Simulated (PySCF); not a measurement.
A calculated (UHF, PySCF 2.14, x2c-TZVPall, the spin-free X2C one-electron Hamiltonian (Gaussian nucleus)) atom or ion has these occupied shells.

```csv
shell,electrons,orbital energy (eV),"rms radius, mean of both spins (bohr)"
1s α,1,-4546.5,0.0844
1s β,1,-4546.5,0.0844
2s α,1,-531.27,0.370
2s β,1,-530.80,0.370
2p α,3,-433.92,0.340
2p β,3,-433.53,0.340
3s α,1,-78.252,1.15
3s β,1,-76.436,1.15
3p α,3,-50.741,1.27
3p β,3,-48.730,1.27
3d α,1,-16.265,1.86
4s α,1,-12.302,3.69
```

Name the element and its charge.

Sc⁺ (scandium, charge +1), in [Ar] 3d1 4s1, high-spin 3D determinant.
